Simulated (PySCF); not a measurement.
Molecule: 1-fluorobicyclo[2.2.1]heptane (SMILES F[C@]12CC[C@H](CC1)C2).

Molfile (atoms numbered from 1):
```
C7H11F
     RDKit          3D

 19 20  0  0  0  0  0  0  0  0999 V2000
    0.0102    0.8694   -2.3115 F   0  0  0  0  0  0  0  0  0  0  0  0
    0.0238    0.3987   -1.0271 C   0  0  2  0  0  0  0  0  0  0  0  0
   -1.2932    0.6477   -0.2900 C   0  0  0  0  0  0  0  0  0  0  0  0
   -1.2111   -0.3561    0.8851 C   0  0  0  0  0  0  0  0  0  0  0  0
    0.1452   -1.0509    0.6602 C   0  0  2  0  0  0  0  0  0  0  0  0
    1.2702   -0.0459    0.9726 C   0  0  0  0  0  0  0  0  0  0  0  0
    1.1852    0.9573   -0.2030 C   0  0  0  0  0  0  0  0  0  0  0  0
    0.2068   -1.1124   -0.8687 C   0  0  0  0  0  0  0  0  0  0  0  0
   -2.1307    0.4278   -0.9690 H   0  0  0  0  0  0  0  0  0  0  0  0
   -1.3909    1.6959    0.0290 H   0  0  0  0  0  0  0  0  0  0  0  0
   -2.0324   -1.0872    0.8405 H   0  0  0  0  0  0  0  0  0  0  0  0
   -1.2655    0.1297    1.8709 H   0  0  0  0  0  0  0  0  0  0  0  0
    0.2462   -2.0069    1.1921 H   0  0  0  0  0  0  0  0  0  0  0  0
    1.1337    0.4303    1.9551 H   0  0  0  0  0  0  0  0  0  0  0  0
    2.2470   -0.5522    0.9926 H   0  0  0  0  0  0  0  0  0  0  0  0
    2.0960    0.9550   -0.8205 H   0  0  0  0  0  0  0  0  0  0  0  0
    1.0005    1.9947    0.1124 H   0  0  0  0  0  0  0  0  0  0  0  0
    1.1708   -1.4667   -1.2646 H   0  0  0  0  0  0  0  0  0  0  0  0
   -0.6108   -1.6888   -1.3277 H   0  0  0  0  0  0  0  0  0  0  0  0
  2  1  1  6
  2  3  1  0
  3  4  1  0
  4  5  1  0
  5  6  1  0
  6  7  1  0
  5  8  1  0
  7  2  1  0
  8  2  1  0
  3  9  1  0
  3 10  1  0
  4 11  1  0
  4 12  1  0
  5 13  1  1
  6 14  1  0
  6 15  1  0
  7 16  1  0
  7 17  1  0
  8 18  1  0
  8 19  1  0
M  END
```

Geometry PBE0-D3(BJ)/def2-SVP throughout; GIAO in PySCF, gas phase, one conformer, non-relativistic; equivalent atoms averaged; functional PBE0.

For orientation, pcSseg-0 gives these absolute shieldings σ: F1 410.2, C2 90.0, C5 159.9, C8 147.3, C4/C6 162.0, C3/C7 157.3, H9/H16 31.14, H10/H17 31.37, H13 31.13 ppm.

A run gave: F1 397.6, C2 101.4, C5 165.3, C8 156.9, C4/C6 168.6, C3/C7 165.0, H9/H16 30.67, H10/H17 31.01, H13 30.76 ppm (absolute shieldings σ).

Task: Which basis set was used in that run?
A. 6-31G*
B. aug-cc-pVDZ
C. cc-pVDZ
D. pcSseg-1
E. 6-31G

Result: E. H13 tells them apart best: 6-31G gives 30.76, cc-pVDZ gives 29.51, 6-31G* gives 30.09, aug-cc-pVDZ gives 29.48, pcSseg-1 gives 29.56 ppm.
